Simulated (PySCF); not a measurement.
Molecule: `C#C[C@H]1CCC12CC2`, C₈H₁₀.

Bonds (- single, = double, # triple, : aromatic): C1#C2, C2-C3, C3-C4, C4-C5, C5-C6, C6-C7, C7-C8, C6-C3, C8-C6. C1 carries H9; C3 carries H10; C4 carries H11, H12; C5 carries H13, H14; C7 carries H15, H16; C8 carries H17, H18. Stereochemistry as in C#C[C@H]1CCC12CC2. H11, H13 are cis to C2 on the ring; H16, H17 are pro-R; H15, H18 are pro-S; H12, H14 are trans to C2 on the ring.

Frames of a GFN2-xTB Langevin trajectory at 300 K; GIAO PBE0/pcSseg-1 shieldings in PySCF, gas phase, non-relativistic; equivalent atoms averaged within each frame.

Chemical shifts δ = σref − σ; 13C (σref 186.93) and 1H (σref 31.72) against TMS, all at this level. The references are static minima.

**Question.** How do the shifts (ppm) fluctuate along the trajectory?

**Answer.** 
```csv
time (fs),C2,C1,C5,C3,C4,C8,C6,C7,H13,H9
250,92.5,82.0,31.5,31.2,23.9,21.3,19.8,11.6,3.01,2.82
425,96.1,74.5,32.1,35.4,24.9,12.3,27.5,12.3,2.31,1.27
625,90.5,83.5,38.2,34.8,28.7,15.4,31.4,15.6,3.65,0.85
800,99.9,87.3,29.2,35.6,26.7,16.4,30.1,12.0,2.32,2.94
1000,91.1,79.4,26.5,28.8,28.9,12.4,21.4,12.1,1.81,1.54
mean of frames,94.0,81.3,31.5,33.2,26.6,15.6,26.0,12.7,2.62,1.88
standard deviation,3.9,4.8,4.4,3.0,2.2,3.7,5.2,1.6,0.72,0.94
```

5 frames give an uncertainty of the mean of about the standard deviation over 2.2 at best, since frames this close in time may not be independent; classical motion lacks zero-point vibration, and the reference would need the same averaging.
